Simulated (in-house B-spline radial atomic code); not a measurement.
**The vanadium ion V²⁺: [Ne] 3s2 3p5 3d3 7f1 (an excited or competing configuration)**

Computed with a radial B-spline atomic code at the basis-set limit: Dirac-Hartree-Fock, average of configuration, Fermi nucleus of rms radius 3.6002 fm.

Z_r = [3n² - l(l+1)]/(2<r>); Z_e = n√(-2ε); the last column is Slater's effective charge. Values are occupation-weighted means over j.

| shell | electrons | ε (eV) | <r> (bohr) | Z_r | Z_e | Slater |
| --- | --- | --- | --- | --- | --- | --- |
| 1s | 2 | -5560.9 | 0.06638 | 22.60 | 20.22 | 22.70 |
| 2s | 2 | -693.79 | 0.3056 | 19.63 | 14.28 | 18.85 |
| 2p | 6 | -582.41 | 0.2731 | 18.31 | 13.09 | 18.85 |
| 3s | 2 | -119.65 | 0.9358 | 14.43 | 8.90 | 12.10 |
| 3p | 5 | -88.57 | 0.992 | 12.60 | 7.65 | 12.10 |
| 3d | 3 | -44.476 | 1.161 | 9.05 | 5.42 | 5.30 |
| 7f | 1 | -2.517 | 22.29 | 3.03 | 3.01 | 3.00 |

The least bound orbital is 7f5/2 at -2.517 eV, and it is also the most diffuse (<r> = 22.29 bohr).

Spin-orbit splittings of the orbital energies (j = l + 1/2 above j = l - 1/2 when positive): 2p 7.259 eV, 3p 0.9147 eV, 3d 0.07378 eV, 7f -4.222e-05 eV.

For the 1s electron the small component carries 0.681 % of the norm, the zero-frequency Breit interaction raises the level by 5.637 eV, self-energy by 2.704 eV, and vacuum polarisation lowers it by 0.2153 eV.

The density falls to 0.001 bohr⁻³ at 2.89 bohr; Σ<r²> = 575.45 bohr² gives, by the non-relativistic formula and without the paramagnetism of open shells, a Langevin diamagnetic susceptibility of -455.8×10⁻⁶ cm³/mol.
